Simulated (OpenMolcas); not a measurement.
N+, P+, As+, Sb+, Bi+: ns² np² down the group

```yaml
Program: OpenMolcas
Method: RASSCF
Basis: ANO-RCC-VQZP
Scalar_Hamiltonian: DKH2, point nucleus
Spin-orbit_coupling: state interaction with AMFI integrals over the reference wave functions, term energies averaged over their components
```

Active space for each ion: 2 electrons in 9 orbitals (RAS2 p; RAS3 s d, at most 1 electron).

Computed levels in cm-1 above ³P₀:

```tsv
Level	N+	P+	As+	Sb+	Bi+
³P₁	47.7	144	886	2436	10575
³P₂	142	419	2253	5100	15330
¹D₂	17800	11611	12470	14178	30297
¹S₀	43858	28330	28375	28311	43690
weight of ³P in the lowest level (%)	100	100	99	97	88
```

Mixed levels, with the weight of the term that names them: Bi+ ³P₂ (63 %), Bi+ ¹D₂ (63 %).

Measured, with the error of the calculation in %. Measured levels: N+, P+, As+, Sb+ from NIST Handbook of Basic Atomic Spectroscopic Data.

```tsv
Level	N+	P+	As+	Sb+
³P₁	48.7 (-2.0)	165 (-12.5)	1063 (-16.7)	3055 (-20.2)
³P₂	131 (+8.6)	469 (-10.7)	2541 (-11.3)	5658 (-9.9)
¹D₂	15316 (+16.2)	8882 (+30.7)	10096 (+23.5)	12790 (+10.9)
¹S₀	32689 (+34.2)	21576 (+31.3)	22599 (+25.6)	23906 (+18.4)
```

The fine-structure level ³P₂ changes by a factor of 108 from N+ to Bi+.

Without spin-orbit coupling ¹D lies 17705, 11324, 10743, 9450, 9091 cm-1 above ³P in that order; the difference to the level ¹D₂, of either sign, comes from spin-orbit coupling, which also lowers the zero.

With the s shell closed, the reference lacks s² → p² mixing. Without dynamic correlation excited terms often stand tens of per cent too high (terms of higher spin than the ground term too low), and those without a measured partner can miss by more than the paired ones (holds for N+; P+; As+). Measured partners are found by configuration, term and J. A level has none where our copy of the source lacks it or the pairing is in doubt (some pairs that miss far off the trend of their configuration count as doubtful), and it then counts in no deviation. Where the source uses jj or jK labels, the order within each J decides. Levels of configurations outside the active space are missing.
